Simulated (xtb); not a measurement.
Input for xtb: GFN2-xTB on ClFGeH2 (SMILES [F][GeH2][Cl]), a point of a bond scan (R = 1.915 Å).

```
$ xtb mol.xyz --gfn 2 --sp --chrg 0 --uhf 0
5

Ge    -0.48721924    -0.28782149     0.04175761
F     -1.23875691     1.47368456     0.03360190
Cl     1.64415390    -0.04137166    -0.10759465
H     -0.82640627    -0.91124549     1.39620161
H     -0.99927659    -0.99707760    -1.21242615
```

The head of its log:

```
[...]
           -------------------------------------------------
          |                Calculation Setup                |
           -------------------------------------------------



           -------------------------------------------------
          |                 G F N 2 - x T B                 |
           -------------------------------------------------

        Reference                      10.1021/acs.jctc.8b01176
      * Hamiltonian:
        H0-scaling (s, p, d)           1.850000    2.230000    2.230000
        zeta-weighting                 0.500000
      * Dispersion:
        s8                             2.700000
        a1                             0.520000
        a2                             5.000000
        s9                             5.000000
      * Repulsion:
        kExp                           1.500000    1.000000
        rExp                           1.000000
      * Coulomb:
        alpha                          2.000000
        third order                    shell-resolved
        anisotropic                    true
        a3                             3.000000
        a5                             4.000000
        cn-shift                       1.200000
        cn-exp                         4.000000
        max-rad                        5.000000


          ...................................................
          :                      SETUP                      :
          :.................................................:
          :  # basis functions                  26          :
          :  # atomic orbitals                  24          :
          :  # shells                           10          :
          :  # electrons                        20          :
          :  max. iterations                   250          :
          :  Hamiltonian                  GFN2-xTB          :
          :  restarted?                      false          :
          :  GBSA solvation                  false          :
          :  PC potential                    false          :
          :  electronic temp.          300.0000000     K    :
          :  accuracy                    1.0000000          :
          :  -> integral cutoff          0.2500000E+02      :
          :  -> integral neglect         0.1000000E-07      :
          :  -> SCF convergence          0.1000000E-05 Eh   :
          :  -> wf. convergence          0.1000000E-03 e    :
          :  Broyden damping             0.4000000          :
          :  net charge                          0          :
          :  unpaired electrons                  0          :
          ...................................................

 iter      E             dE          RMSdq      gap      omega  full diag
   1    -12.1828124 -0.121828E+02  0.818E+00    5.47       0.0  T
   2    -12.1744329  0.837942E-02  0.882E+00    7.42       1.0  T
```

Q: Give the final energy of this run.

A: -12.3109 hartree.
